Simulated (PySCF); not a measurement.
# Reading the logs of faulty runs: BCH6NSi

Calculated results; nothing here was measured. They come from PySCF 2.14.0, an open-source quantum chemistry program, on an isolated molecule that a program drew, which may never have been made. The molecule is BCH6NSi (charge 0, singlet), drawn as the SMILES string `BCN[SiH]`.

Each row is a Hartree-Fock (HF) and frozen-core CCSD(T) single point in the cc-pV(D+d)Z basis, meant for a local HF minimum. Run 1 is clean. Each other run has one planted mistake out of seven kinds, and not every kind appears here: one electron removed, one electron added, multiplicity raised by two, geometry at a saddle point, minimal basis STO-3G, one bond length entered in bohr, all coordinates scaled. The reference is restricted for singlets and unrestricted otherwise, and also for a bond in bohr. Adding or removing an electron swaps singlet and doublet. Electrons count all cores. HOMO and LUMO are orbital energies over both spins, the gradient is its largest component, and the lowest frequency (negative if imaginary) is given only where the gradient is small. Bond lengths are over the 9 bonds as drawn. T1 is the CCSD diagnostic: over 0.02 (restricted) or 0.045 (unrestricted) a single reference is doubtful.

Geometry of the clean run:
```xyz
10
BCH6NSi, angstrom
B     0.8915    0.9975   -0.9186
C     0.7290   -0.3609   -0.1411
N    -0.3357    0.1729    0.7443
Si   -0.2831    0.8815    2.3053
H     0.1363    1.2679   -1.8129
H     1.6755    1.8192   -0.5309
H     0.3556   -1.2193   -0.6984
H     1.5754   -0.6688    0.4670
H    -1.2413    0.1286    0.3113
H     1.2121    0.7086    2.5085
```

| run | electrons | basis functions | <S^2> | HOMO (eV) | LUMO (eV) | gradient (hartree/bohr) | lowest frequency (cm^-1) | mean bond (Å) | longest bond (Å) | T1 | HF (hartree) | CCSD(T) (hartree) | mistake |
|---|---|---|---|---|---|---|---|---|---|---|---|---|---|
| 1 | 38 | 95 | 0.000 | -8.81 | 1.61 | 3.1e-05 | 72 | 1.3193 | 1.715 | 0.0157 | -409.38666 | -409.94193 | no fault |
| 2 | 38 | 95 | 0.782 | -8.87 | 1.52 | 2.0e-02 | - | 1.4187 | 1.899 | 0.0559 | -409.24985 | -409.80269 | one bond length entered in bohr |
| 3 | 38 | 95 | 2.006 | -6.87 | 0.29 | 4.0e-02 | - | 1.3193 | 1.715 | 0.0199 | -409.32373 | -409.85300 | multiplicity raised by two |
| 4 | 38 | 30 | 0.000 | -6.28 | 6.62 | 2.7e-02 | - | 1.3193 | 1.715 | 0.0196 | -404.55679 | -404.78631 | minimal basis STO-3G |
| 5 | 38 | 95 | 0.000 | -8.93 | 1.44 | 3.2e-02 | - | 1.3734 | 1.785 | 0.0174 | -409.37289 | -409.93614 | ? |
| 6 | 39 | 95 | 0.772 | 0.09 | 7.14 | 6.8e-02 | - | 1.3193 | 1.715 | 0.0458 | -409.35446 | -409.92436 | ? |

**Which mistake was planted in run 5, and what did it cost?**

The mean and the longest bond both change by the same factor, 1.041, and the gradient is no longer small. So the mistake is: all coordinates scaled. Subtracting run 1 and multiplying by 627.51 kcal/mol a hartree, the energy moved by 8.6 kcal/mol in HF and 3.6 kcal/mol in CCSD(T).

**Which mistake was planted in run 6, and what did it cost?**

It counts 39 electrons, one more than the clean run, at the same geometry and basis. So the mistake is: one electron added. Subtracting run 1 and multiplying by 627.51 kcal/mol a hartree, the energy moved by 20.2 kcal/mol in HF and 11.0 kcal/mol in CCSD(T).

Cautions from the logs. Run 2: T1 is over the limit, so its CCSD(T) energy is less reliable; run 6: T1 is over the limit, so its CCSD(T) energy is less reliable and the HOMO is above zero, so the electron isn't bound and the energy depends on the basis.
